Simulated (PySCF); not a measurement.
Coordinates in bohr (charge 0 multiplicity 1):
```
V     0.0000    0.3592   -1.8358
O     2.4254   -0.4278   -3.3401
O    -2.4254   -0.4278   -3.3401
Br    0.0000   -0.0585    2.5400
```

Computed with PBE0/[V def2-TZVP, O def2-TZVP, Br def2-TZVP], no relativity, density fitting, PySCF.

This geometry of VO₂Br is a stationary point at this level.

**Question.** What is the point group?

**Answer.** Cs.

**Question.** Is it a minimum?

**Answer.** Yes: all harmonic wavenumbers are real.

**Question.** List the harmonic modes with their infrared intensities.

**Answer.** 
| symmetry | ω (cm⁻¹) | IR (km/mol) | type |
| --- | --- | --- | --- |
| a' | 123 | 52.6 | bend |
| a'' | 170 | 1.5 | bend |
| a' | 289 | 37.6 | mixed |
| a' | 455 | 16.2 | bend |
| a'' | 1102 | 270 | stretch |
| a' | 1116 | 166 | stretch |

**Question.** Give the atomic charges and bond orders.

**Answer.** 
```tsv
atom	Mulliken	Löwdin	polar tensor	Mayer order to V1
V1	1.28	0.19	1.94	–
O2,3	-0.46	-0.16	-0.72	2.10
Br4	-0.35	0.13	-0.50	0.99
```

**Question.** Give the ideal-gas entropy at 298.15 K and 1 bar by parts.

**Answer.** translation 172.3, rotation 113.2, vibration 32.9, spin 0.0; total 318.4 J/(mol K).

Other isomers or separated fragments may lie lower.
